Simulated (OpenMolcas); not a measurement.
# Mo3+: ligand-field states by method

Mo3+ with its 6 nearest oxide ions at 2.082 Å, on the Mg site of MgO (a = 4.2112 Å, distance in the model lattice 2.106 Å). The rest of the host is ab initio model potentials to 7.6 Å, with orthogonalisation functions on the cations behind the ligands, and point charges beyond; the distance is set by hand and nothing relaxes, and no local charge compensation is placed. Ligand basis ANO-RCC-VDZP.

```
Program             : OpenMolcas 26.06
Basis               : ANO-RCC-VTZP [7s6p4d2f1g]
Scalar Hamiltonian  : DKH2, point nucleus
Active space        : 3 electrons in 5 orbitals (4d)
State averaging     : 2S+1 = 4 even, 10 roots; 2S+1 = 2 even, 40 roots
Spin-orbit coupling : state interaction with AMFI integrals over the reference wave functions
```

I. CASSCF
II. SS-CASPT2, IPEA 0.25 Eh, imaginary shift 0.1 Eh (closed shells correlated: 4s 4p and the ligand valence shells)

Spin-free states (labels of O, the rotations of Oh) in cm-1, each column counted from its own energy of the first state listed:

| State | Degeneracy | I | II |
| --- | --- | --- | --- |
| 4A2 | 1 | 0 | 0 |
| 2E | 2 | 12827 | 8710 |
| 2T1 | 3 | 13255 | 8730 |
| 2T2 | 3 | 20383 | 14580 |
| 4T2 | 3 | 32060 | 32810 |
| 4T1 | 3 | 39604 | 38330 |
| 2A1 | 1 | 42139 | 38630 |
| 2S+1 = 2 | 3 | 44469 | 41160 |
| 2S+1 = 2 | 3 | 44688 | 41060 |
| 2E | 2 | 46014 | 41640 |

From I to II, I's first state of the same spin (4T2) moves from 32060 to 32810 cm-1, by about +750 cm-1.

From I to II, I's first state of another spin (2E) moves from 12827 to 8710 cm-1, by about -4100 cm-1.

I: A least-squares ligand-field fit to the states below 45000 cm-1, each weighted by its degeneracy and with a free common offset, gives 10Dq = 31957 cm-1, B = 683 cm-1 and C = 2449 cm-1 (C/B = 3.58), with an rms deviation of 33 cm-1. The same method and metal basis give the free ion B = 813 cm-1 (fit to its terms below 60000 cm-1, rms deviation 33 cm-1), so the nephelauxetic ratio is β = 683 / 813 = 0.84; it hangs on how both fits weigh the states, and computed free-ion B values tend to be too large, so β mixes covalency with correlation.

χT at 300 K: I 1.81, II 1.81 cm3 K/mol.

Roots that are degenerate in the reference are averaged as groups; the widest CASPT2 spread within a group is 480 cm-1 (the 3-fold group of multiplicity 2 near 87800 cm-1 above the lowest state of its run, II). Shifts and gaps below about the spread of the groups concerned are not significant. Over all roots computed the reference weight is 0.69 to 0.70 in II; a low but even weight reflects the number of correlated electrons. The least metal-like active orbital is 78 % on the metal (Löwdin) and no ligand orbital is active, so the numbers are rough. Ligand-to-metal charge-transfer states are missing. With no ligand orbital active B as a rule stays too high, so bands that hang on it stand too high and its fall with covalency is understated. Without dynamic correlation the repulsion within the d shell is too large (B by tens of per cent), so at a given field states of lower spin stand too high (holds for I). With metal d orbitals alone the field can be off either way by tens of per cent (holds for I). With one d shell and no ligand orbital active, 10Dq can be off by a tenth or more (holds for II). No measured value stands beside these numbers; the geometry was set by hand and not optimised.

A state without a sure symmetry label is named by its multiplicity alone.
